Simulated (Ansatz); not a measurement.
## Relaxing a trial structure of C6H9NSi

The starting geometry of this gas-phase singlet was optimised with GFN2-xTB; its bonds are those of `C=CC1=C[SiH](N)C=C1`.

```xyz
17

C    -0.5088   -1.2142   -3.0071
C    -0.5810   -1.6509   -1.7538
C    -0.0423   -0.9938   -0.5766
C    -0.3115   -1.4103    0.6786
C     1.2685    0.6922    0.4916
C     0.8440    0.1727   -0.6619
N     1.7036   -1.0829    2.8558
Si    0.5047   -0.2638    1.9229
H    -0.0195   -0.2934   -3.2750
H    -0.9503   -1.7654   -3.8202
H    -1.1043   -2.5788   -1.5495
H    -0.9546   -2.2551    0.8647
H    -0.4809    0.5407    2.6667
H     1.4056   -1.8458    3.4421
H     2.3847   -0.5254    3.3456
H     1.9231    1.5473    0.5253
H     1.1357    0.5521   -1.6303
```

Problem. Predict what it relaxes into with PBE0-D3(BJ)/def2-SVP.

Solution. It keeps its bonds, and is `C=CC1=C[SiH](N)C=C1`.

The energy falls by 0.20 eV over 31 steps:

```tsv
step	E − E(last) (eV)
1	0.198
4	0.097
8	0.095
11	0.095
14	0.094
18	0.090
21	0.082
24	0.050
28	0.001
31	0.000
```

Final geometry (Å):

```json
{"atom": "C", "x (Å)": "-0.4703", "y (Å)": "-1.2734", "z (Å)": "-3.0153"}
{"atom": "C", "x (Å)": "-0.6689", "y (Å)": "-1.6313", "z (Å)": "-1.7387"}
{"atom": "C", "x (Å)": "-0.1012", "y (Å)": "-0.9864", "z (Å)": "-0.5577"}
{"atom": "C", "x (Å)": "-0.3689", "y (Å)": "-1.3910", "z (Å)": "0.7109"}
{"atom": "C", "x (Å)": "1.3054", "y (Å)": "0.6996", "z (Å)": "0.4760"}
{"atom": "C", "x (Å)": "0.8292", "y (Å)": "0.1788", "z (Å)": "-0.6699"}
{"atom": "N", "x (Å)": "1.5212", "y (Å)": "-1.0993", "z (Å)": "3.0446"}
{"atom": "Si", "x (Å)": "0.5314", "y (Å)": "-0.2634", "z (Å)": "1.9001"}
{"atom": "H", "x (Å)": "0.1612", "y (Å)": "-0.4270", "z (Å)": "-3.2963"}
{"atom": "H", "x (Å)": "-0.9431", "y (Å)": "-1.8239", "z (Å)": "-3.8320"}
{"atom": "H", "x (Å)": "-1.3181", "y (Å)": "-2.4886", "z (Å)": "-1.5287"}
{"atom": "H", "x (Å)": "-1.0356", "y (Å)": "-2.2333", "z (Å)": "0.9102"}
{"atom": "H", "x (Å)": "-0.3613", "y (Å)": "0.6222", "z (Å)": "2.7104"}
{"atom": "H", "x (Å)": "2.2091", "y (Å)": "-1.7690", "z (Å)": "2.7182"}
{"atom": "H", "x (Å)": "1.8522", "y (Å)": "-0.6125", "z (Å)": "3.8694"}
{"atom": "H", "x (Å)": "1.9841", "y (Å)": "1.5559", "z (Å)": "0.4773"}
{"atom": "H", "x (Å)": "1.0899", "y (Å)": "0.5679", "z (Å)": "-1.6595"}
```

The end wasn't checked by frequencies. Run with Ansatz 0.2.0, 3.3 min on 2 threads of Arm Neoverse V2 (shared host).
